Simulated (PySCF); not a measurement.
An excited-state table with gaps

Species: C₇H₁₇O₅P.
Geometry (PBE0-D3(BJ)/def2-SVP, Å), atoms numbered from 1 in this order:
```xyz
30
C7H17O5P angstrom
C      3.7122   -2.4975    0.7092
O      2.4992   -1.7804    0.8546
P      2.5395   -0.1843    1.0041
O      3.2938    0.3952    2.1275
O      3.0780    0.2391   -0.4591
C      3.7401    1.4804   -0.6375
O      0.9850    0.1641    1.0178
C      0.0862   -0.3047    0.0176
C     -1.3133    0.0971    0.4161
C     -2.3556   -0.3650   -0.5890
C     -3.7764    0.1179   -0.3063
C     -4.3443   -0.4075    1.0025
O     -4.6248   -0.1868   -1.3892
H      4.1443   -2.3296   -0.2900
H      3.4785   -3.5628    0.8315
H      4.4407   -2.1953    1.4778
H      4.4060    1.3789   -1.5049
H      4.3264    1.7394    0.2566
H      3.0118    2.2829   -0.8362
H      0.3632    0.1331   -0.9570
H      0.1747   -1.4003   -0.0699
H     -1.5164   -0.3194    1.4157
H     -1.3462    1.1948    0.5229
H     -2.3624   -1.4710   -0.6385
H     -2.0910   -0.0129   -1.6003
H     -3.7581    1.2212   -0.2628
H     -3.7680   -0.0617    1.8734
H     -4.3374   -1.5114    1.0140
H     -5.3840   -0.0704    1.1214
H     -4.6980   -1.1467   -1.4396
```

Method used: TDDFT CAM-B3LYP/def2-SVPD, vertical, gas phase, core orbitals frozen in the response (PySCF).

Orbital energies (eV): HOMO-3 -10.38, HOMO-2 -10.13, HOMO-1 -10.01, HOMO -9.51, LUMO 1.01, LUMO+1 1.22, LUMO+2 1.58.

Lowest singlets, with some entries withheld (?).

```
state  λ (nm)       f  main configurations (H = HOMO, L = LUMO)
   S1   172.1   0.018       H→L+1 (68%), H→L (10%), H→L+3 (10%)
   S2   152.7   0.034   H-1→L (60%), H-1→L+1 (9%), H-1→L+6 (8%)
   S3   151.4   0.020                H-2→L (61%), H-2→L+1 (10%)
   S4   150.3  0.0046     H→L+2 (30%), H→L+5 (24%), H→L+3 (17%)
   S5   146.4   0.024                     H-3→L (49%), H→L (8%)
   S6       ?  0.0086       H→L+4 (20%), H→L+6 (17%), H→L (16%)
   S7       ?   0.028  H-4→L+1 (51%), H-5→L+1 (11%), H-4→L (9%)
   S8       ?  0.0075                  H-5→L (31%), H-4→L (12%)
   S9       ?  0.0023     H→L+4 (30%), H→L+3 (14%), H→L+5 (14%)
  S10       ?  0.0088                               H-6→L (44%)
```

Supply the missing values.

- S6: λ = 144.6 nm
- S7: λ = 143.2 nm
- S8: λ = 142.7 nm
- S9: λ = 141.4 nm
- S10: λ = 140.3 nm

What is the mean static polarisability from the same response equations?

126.3 au (18.71 Å³), with principal values 114.1, 118.7 and 145.9 au.

Where do the lowest triplets lie (Tamm–Dancoff)?

T1 6.91 eV, H→L+1 (63%), H→L+3 (11%); T2 7.81 eV, H-1→L (49%), H-1→L+6 (12%), H-1→L+5 (10%); T3 7.90 eV, H-2→L (52%), H-2→L+1 (9%), H-2→L+6 (9%); T4 8.16 eV, H→L+2 (20%), H→L (16%), H→L+5 (14%). E(S1) − E(T1) = +0.30 eV.

How far apart are S1 and S3, in eV and cm⁻¹?

8.191 − 7.204 = 0.987 eV, or about 7960 cm⁻¹.

One conformer stands for the species.
